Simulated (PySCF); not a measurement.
A run for PySCF: R-M06-2X/def2-TZVPPD on CH4O (SMILES CO) with ghost functions.

```python
from pyscf import gto, dft

mol = gto.M(
    atom='''
    C    -0.25467941   -0.41679680    4.06922944
    O     0.42933530    0.47987417    3.20191173
    H    -0.13983939   -0.13341228    5.12028306
    H     0.19475434   -1.39754909    3.92330855
    H    -1.32065063   -0.48560422    3.82979900
    H     0.05010405    1.35907249    3.29937437
    ghost-Si   -0.17894057   -0.14022198    0.27364835
    ghost-H   -1.13385649   -0.88963971    1.11926127
    ghost-H   -0.32352434    1.31513495    0.49873643
    ghost-H   -0.51249443   -0.41717437   -1.14717978
    ghost-H    1.20733477   -0.58065471    0.52665788
    ''',
    basis='def2-tzvppd',
    charge=0, spin=0, verbose=4, max_memory=1800)
mf = dft.RKS(mol, xc='m062x').density_fit(auxbasis='def2-universal-jkfit')
mf.grids.level = 4
mf.conv_tol = 1e-9
mf.max_cycle = 150
mf.kernel()
mf.dip_moment()
```

The log:

```
PySCF version 2.14.0

[INPUT] verbose = 4
[INPUT] num. atoms = 11
[INPUT] num. electrons = 18
[INPUT] charge = 0
[INPUT] spin (= nelec alpha-beta = 2S) = 0
[INPUT] symmetry False subgroup None
[INPUT] Mole.unit = angstrom
[INPUT] Symbol           X                Y                Z      unit          X                Y                Z       unit  Magmom
[INPUT]  1 C     -0.254679410000  -0.416796800000   4.069229440000 AA   -0.481274334466  -0.787631801595   7.689729179617 Bohr   0.0
[INPUT]  2 O      0.429335300000   0.479874170000   3.201911730000 AA    0.811326132608   0.906830755553   6.050736244732 Bohr   0.0
[INPUT]  3 H     -0.139839390000  -0.133412280000   5.120283060000 AA   -0.264258148526  -0.252112670854   9.675932663650 Bohr   0.0
[INPUT]  4 H      0.194754340000  -1.397549090000   3.923308550000 AA    0.368032364170  -2.640985025735   7.413978661664 Bohr   0.0
[INPUT]  5 H     -1.320650630000  -0.485604220000   3.829799000000 AA   -2.495667996934  -0.917658980733   7.237271222133 Bohr   0.0
[INPUT]  6 H      0.050104050000   1.359072490000   3.299374370000 AA    0.094682932232   2.568274789531   6.234913941709 Bohr   0.0
[INPUT]  7 GHOST-Si  -0.178940570000  -0.140221980000   0.273648350000 AA   -0.338148669874  -0.264981138844   0.517120435939 Bohr   0.0
[INPUT]  8 GHOST-H  -1.133856490000  -0.889639710000   1.119261270000 AA   -2.142678230661  -1.681175401437   2.115097262133 Bohr   0.0
[INPUT]  9 GHOST-H  -0.323524340000   1.315134950000   0.498736430000 AA   -0.611372397231   2.485244872344   0.942475261043 Bohr   0.0
[INPUT] 10 GHOST-H  -0.512494430000  -0.417174370000  -1.147179780000 AA   -0.968474113065  -0.788345305488  -2.167855599839 Bohr   0.0
[INPUT] 11 GHOST-H   1.207334770000  -0.580654710000   0.526657880000 AA    2.281532055965  -1.097278374839   0.995239154544 Bohr   0.0

nuclear repulsion = 40.2534480714771
number of shells = 99
number of NR pGTOs = 328
number of NR cGTOs = 261
basis = def2-tzvppd
ecp = {}


******** <class 'pyscf.df.df_jk.DFRKS'> ********
method = DFRKS
initial guess = minao
damping factor = 0
level_shift factor = 0
DIIS = <class 'pyscf.scf.diis.CDIIS'>
diis_start_cycle = 1
diis_space = 8
diis_damp = 0
SCF conv_tol = 1e-09
SCF conv_tol_grad = None
SCF max_cycles = 150
direct_scf = False
XC library pyscf.dft.libxc version 7.1.2
    S. Lehtola, C. Steigemann, M. J. T. Oliveira, and M. A. L. Marques,  SoftwareX 7, 1–5 (2018)
XC functionals = m062x
    Y. Zhao and D. G. Truhlar,  Theor. Chem. Acc. 120, 215 (2008)
    Y. Zhao and D. G. Truhlar,  Theor. Chem. Acc. 120, 215 (2008)
radial grids:
    Treutler-Ahlrichs [JCP 102, 346 (1995); DOI:10.1063/1.469408] (M4) radial grids

becke partition: Becke, JCP 88, 2547 (1988); DOI:10.1063/1.454033
pruning grids: <function nwchem_prune>
grids dens level: 4
symmetrized grids: False
atomic radii adjust function: <function treutler_atomic_radii_adjust>
small_rho_cutoff = 0
Set gradient conv threshold to 3.16228e-05
Initial guess from minao.
tot grids = 211456
******** <class 'pyscf.df.df.DF'> ********
auxbasis = def2-universal-jkfit
init E= -115.73985569444
  HOMO = -0.364863170712368  LUMO = -0.0106170750360768  gap/eV = 9.63953
cycle= 1 E= -115.667348074213  delta_E= 0.0725  |g|= 0.528  |ddm|=  1.5
  HOMO = -0.253212038186035  LUMO = 0.00927711529171305  gap/eV = 7.14269
cycle= 2 E= -115.648206101497  delta_E= 0.0191  |g|= 0.649  |ddm|= 0.721
  HOMO = -0.357785453175595  LUMO = 0.00706795432204288  gap/eV = 9.92817
cycle= 3 E= -115.719031380386  delta_E= -0.0708  |g|= 0.033  |ddm|= 0.323
  HOMO = -0.35606858534226  LUMO = 0.00778442514268818  gap/eV = 9.90094
cycle= 4 E= -115.71921926834  delta_E= -0.000188  |g|= 0.00736  |ddm|= 0.0361
  HOMO = -0.356081013328406  LUMO = 0.00770403020719002  gap/eV = 9.89910
cycle= 5 E= -115.7192302633  delta_E= -1.1e-05  |g|= 0.00252  |ddm|= 0.00785
  HOMO = -0.356402583710384  LUMO = 0.00768322319904868  gap/eV = 9.90728
cycle= 6 E= -115.719231736526  delta_E= -1.47e-06  |g|= 0.000611  |ddm|= 0.00205
  HOMO = -0.356316926093164  LUMO = 0.0077038032205401  gap/eV = 9.90551
cycle= 7 E= -115.719231830887  delta_E= -9.44e-08  |g|= 7.98e-05  |ddm|= 0.000825
  HOMO = -0.356334058143961  LUMO = 0.00770124077949674  gap/eV = 9.90591
cycle= 8 E= -115.719231833502  delta_E= -2.62e-09  |g|= 1.6e-05  |ddm|= 0.00014
  HOMO = -0.356335146571553  LUMO = 0.00770181165037087  gap/eV = 9.90595
cycle= 9 E= -115.719231833616  delta_E= -1.14e-10  |g|= 2.89e-06  |ddm|= 2.53e-05
  HOMO = -0.356335185894707  LUMO = 0.00770179315532005  gap/eV = 9.90595
Extra cycle  E= -115.719231833619  delta_E= -2.98e-12  |g|= 1.7e-06  |ddm|= 4.73e-06
converged SCF energy = -115.719231833619
Dipole moment(X, Y, Z, Debye): -1.27287,  0.41487,  1.03239
```

The run converged.

Cost: roughly 50 core-seconds.
